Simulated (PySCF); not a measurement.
C2H9ClSi3.

```xyz
15

Cl     2.5961     0.4547     1.1796
Si     1.3182    -1.0121     0.4045
Si    -0.1431     0.0279    -1.0984
C     -1.7706    -0.9931    -1.3055
C     -2.5422    -0.4508    -0.0613
Si    -1.7292     1.2903     0.0755
H      0.5526    -1.6064     1.5386
H      2.1634    -2.0816    -0.2000
H      0.5854     0.4663    -2.3254
H     -1.6935    -2.0914    -1.3509
H     -2.2642    -0.6637    -2.2357
H     -2.2673    -1.0277     0.8382
H     -3.6389    -0.4973    -0.1544
H     -1.4988     1.8365     1.4440
H     -2.4380     2.3134    -0.7498
```
Charge 0, spin multiplicity 1.

Coordinates come from a B3LYP-D3(BJ)/def2-SVP optimisation. The structure was generated by enumeration; whether it is a known compound was not checked. One conformer was computed; it need not be the lowest.

Level of theory: PBE0/pcSseg-1 (PySCF). Non-relativistic, no solvent.

### Question
Give the absolute GIAO shielding of each atom: isotropic value and principal components (ppm). (The exact figures need the calculation; the answer reports its results.)

### Answer

| atom | σ(iso) | σ11 | σ22 | σ33 | span |
|---|---|---|---|---|---|
| Cl1 | 1040.6 | 997.4 | 1050.7 | 1073.6 | 76.2 |
| Si2 | 367.9 | 300.4 | 351.4 | 451.9 | 151.6 |
| Si3 | 401.6 | 353.2 | 379.7 | 471.8 | 118.6 |
| C4 | 172.9 | 151.9 | 173.8 | 193.1 | 41.1 |
| C5 | 172.4 | 150.3 | 174.9 | 192.0 | 41.7 |
| Si6 | 397.0 | 348.2 | 388.1 | 454.9 | 106.7 |
| H7 | 25.9 | 22.1 | 25.4 | 30.2 | 8.1 |
| H8 | 25.8 | 21.6 | 24.7 | 31.0 | 9.4 |
| H9 | 26.7 | 23.1 | 24.9 | 32.2 | 9.1 |
| H10 | 30.0 | 25.5 | 26.7 | 37.7 | 12.2 |
| H11 | 29.7 | 26.2 | 27.3 | 35.6 | 9.4 |
| H12 | 29.8 | 26.7 | 28.1 | 34.7 | 8.0 |
| H13 | 29.7 | 24.7 | 26.3 | 38.2 | 13.5 |
| H14 | 26.7 | 23.4 | 24.6 | 32.1 | 8.7 |
| H15 | 26.7 | 23.9 | 24.6 | 31.5 | 7.6 |
